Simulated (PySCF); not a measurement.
Sb(F)2(OMe) (CH3F2OSb), SMILES [O](C)[Sb]([F])[F].

The structure is a stationary point at B3LYP-D3(BJ)/def2-SVP. The structure was generated by enumeration; whether it is a known compound was not checked. The def2 effective core potentials stand for the cores of Sb; spin–orbit coupling is left out. The values are those of a single conformer.

Level of theory: PBE/def2-TZVP (PySCF).

```
Property                                                                                                         Value
---------------------------------------------------------------------------------------------  -----------------------
total energy                                                                                        -554.97677 hartree
point group                                                                                                         Cs
highest occupied level                                                                                        -6.91 eV
lowest empty level                                                                                            -2.25 eV
orbital gap                                                                                                    4.66 eV
dipole moment                                                                                                0.445 e·Å
quadrupole, principal values (traceless, Buckingham form, about the centre of nuclear charge)  -5.56, -4.95, 10.50 D·Å
mean static polarisability                                                                        53.5 bohr³ (7.92 Å³)
polarisability, principal values                                                                47.5, 48.4, 64.5 bohr³
```
